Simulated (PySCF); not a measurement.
B(F)2(OH) (BF₂HO), SMILES OB(F)F. Coordinates come from a B3LYP-D3(BJ)/def2-TZVP optimisation. One conformer was computed; it need not be the lowest.

Level of theory: B3LYP-D3(BJ)/def2-TZVP run with PySCF 2.14.0.

Harmonic wavenumbers (cm⁻¹): 442, 476, 540, 684, 882, 1000, 1424, 1485, 3843. Rotational constants (GHz): 10.25, 10.02, 5.067; symmetry number 1.

**Question.** Work out the zero-point energy and the ideal-gas rigid-rotor harmonic-oscillator thermochemistry at 298.15 K and 1 atm.

**Answer.** ZPE = ½ Σ hcν = ½ × 10774 cm⁻¹ = 15.40 kcal/mol. H − E(el) = 18.36 kcal/mol. Entropy in cal/(mol K): translation 38.47, rotation 23.94, vibration 2.71, total 65.12. G − E(el) = -1.05 kcal/mol. Cp = 13.73 cal/(mol K).
